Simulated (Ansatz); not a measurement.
Na6, relaxed as a singlet with RKS B3LYP/def2-SVP in Ansatz, starting from the GFN2-xTB geometry. Force threshold 0.02 eV/Å.

The structure comes from a short search, and lower isomers may exist.

Start:

```xyz
6

Na   -2.943    0.397   -2.061
Na    0.247   -1.765    3.691
Na    0.578    1.309   -2.153
Na    3.334    1.616   -1.492
Na    1.719   -0.610    1.571
Na   -2.934   -0.947    0.444
```

Estimate the energy that the relaxation releases and the steps that it takes.

62.9 kJ/mol, in 9 steps; 20 s on 4 threads of Arm Neoverse V2 on a shared host. The force fell under the threshold at step 7, but the optimiser went on. No frequencies were taken in this run, so the end may be a saddle point.

Does the start keep its bonding?

Bonds formed: Na2–Na6, Na3–Na5, Na3–Na6, Na5–Na6 (atoms count from 1). Metal–metal contacts that move far: Na4–Na5 4.12 to 3.40 Å. The end is the same structure that another start reached, the lowest one found.

Predict the relaxed structure.


```csv
atom,x (Å),y (Å),z (Å)
Na1,-3.204,0.424,-2.219
Na2,-0.237,-1.843,3.453
Na3,0.122,0.994,-1.839
Na4,3.436,1.430,-1.228
Na5,1.716,-0.244,1.176
Na6,-1.833,-0.762,0.657
```
Bond lengths (bridged metal pairs left out): 9 × Na–Na 3.40 to 3.63 Å.
